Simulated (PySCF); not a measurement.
**GaSe₂: from structure and modes to constants**

Computed with UPBE0 in PySCF with Ga def2-SVP, Se def2-SVP; no relativity; density-fitted integrals.

The doublet minimum has C2v symmetry. Masses (u): Ga 68.92558, Se 79.91652.

```xyz
3
charge 0 multiplicity 2, angstrom
Ga   -0.0758    0.0000   -1.6566
Se   -1.1025    0.0000    0.7663
Se    1.1679    0.0000    0.6623
```

Harmonic wavenumbers (cm⁻¹): 128.8 (b2, ×1), 203.6 (a1, ×1), 343.9 (a1, ×1).

(1) What is the harmonic zero-point energy?

(2) Find the vibrational entropy and heat capacity at 298.15 K.

(3) Give the standard entropy (298.15 K, 1 bar) by its translational, rotational, vibrational and spin parts, and Cp.

## Answers

(1) Half the sum of all 3 wavenumbers, 676/2 = 338 cm⁻¹, which is 4.0 kJ/mol (1 cm⁻¹ = 0.0119627 kJ/mol).

(2) With u = 1.43878 ω/T, each mode gives S = R[u/(eᵘ−1) − ln(1−e⁻ᵘ)] and C = R u² eᵘ/(eᵘ−1)².
| ω (cm⁻¹) | u | S (J/(mol K)) | C (J/(mol K)) |
| --- | --- | --- | --- |
| 128.8 | 0.621 | 12.40 | 8.05 |
| 203.6 | 0.982 | 8.79 | 7.68 |
| 343.9 | 1.660 | 4.99 | 6.64 |
The sums over all modes are S = 26.2 and C = 22.4 J/(mol K); the softest mode gives 47 % of the entropy.

(3) Sackur–Tetrode with M = 228.76 u gives 176.6; rotation with symmetry number 2 gives 113.9; vibration 26.2; spin R ln 2 = 5.8. The total is 322.4 J/(mol K), and Cp = 4 R + 22.4 = 55.6 J/(mol K).

Other isomers or separated fragments may lie lower.
